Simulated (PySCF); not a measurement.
# Ions at one geometry of [Bi(H2O)]3+

PySCF 2.14.0, RKS PBE0, Bi def2-SVP with ECP60, O def2-SVP, H def2-SVP; non-relativistic Hamiltonian with scalar-relativistic core potentials where named; density fitting; no spin-orbit coupling; singlets restricted, open shells unrestricted. The geometry is relaxed for charge +3, singlet, vacuum:

```xyz
4

Bi    0.0000    0.0000   -0.1114
O     0.0000    0.0000    2.0728
H     0.8059    0.0000    2.6839
H    -0.8059    0.0000    2.6839
```

Energies count from the relaxed state; an electron taken off or put on is at rest in vacuum. Charges and spins are Mulliken's.

| state | energy (eV) | spin squared | charge on Bi1 (e) | spin on Bi1 (e) | dipole about the centre of mass (D) |
| --- | --- | --- | --- | --- | --- |
| charge +3, singlet, vacuum | 0.00 | 0.00 | 2.51 | 0.00 | 5.82 |
| charge +4, doublet, vacuum | 32.16 | 0.75 | 2.83 | -0.01 | 12.39 |

Question: What does the state charge +2, doublet, vacuum give?

Answer: energy (eV) -21.39, spin squared 0.75, charge on Bi1 (e) 1.64, spin on Bi1 (e) 1.01, dipole about the centre of mass (D) 5.20.

With an electron taken off (doublet) the charges change, summed by element, by Bi +0.33 e, O +0.51 e, H +0.16 e. The vertical ionisation energy is 32.16 eV, against −ε(HOMO) = 29.39 eV of the relaxed state. The level lies 2.8 eV too high, as is usual for semilocal functionals and global hybrids, which keep a self-interaction error.

With an electron put on (doublet) the charges change, summed by element, by Bi -0.87 e, O -0.03 e, H -0.10 e. The vertical electron affinity is 21.39 eV, against −ε(LUMO) = 23.99 eV of the relaxed state.

Open shells may have lower solutions than those found.
